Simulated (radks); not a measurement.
All-electron atom: Tb47+ in [Ar].

Calculated with a radial shooting solver on a logarithmic mesh with Libxc functionals: Dirac Kohn-Sham, exchange-only PBE, spin-unpolarised, spherical densities, finite nucleus; Fermi nuclear charge, rms radius 5.06 fm.

Energy parts (eV):
total: -263713.95
kinetic: 292935.79
electron-nucleus: -587066.45
Hartree: 34515.70
exchange: -4098.99

Orbitals (lengths in bohr, moments of r in powers of bohr):
\begin{tabular}{lrrrr}
orbital & occ. & eigenvalue (eV) & <r^2> & <r> \\ \hline
1s1/2 & 2 & -54839.43 & 0.0006316 & 0.02151 \\
2s1/2 & 2 & -11544.23 & 0.009627 & 0.09010 \\
2p1/2 & 2 & -11147.64 & 0.006968 & 0.07516 \\
2p3/2 & 4 & -10388.32 & 0.008137 & 0.08189 \\
3s1/2 & 2 & -4432.392 & 0.05599 & 0.2215 \\
3p1/2 & 2 & -4282.169 & 0.05082 & 0.2094 \\
3p3/2 & 4 & -4092.240 & 0.05581 & 0.2198 \\
\end{tabular}

The highest occupied level is 3p3/2 at -4092.2 eV. For comparison, the ionisation energy in NIST's Atomic Spectra Database is 4139 eV (theoretical). In exact Kohn-Sham theory the highest level is minus the ionisation energy, but local and semilocal functionals leave it too shallow, through self-interaction and a potential that decays too fast; potentials with the right tail come closer.
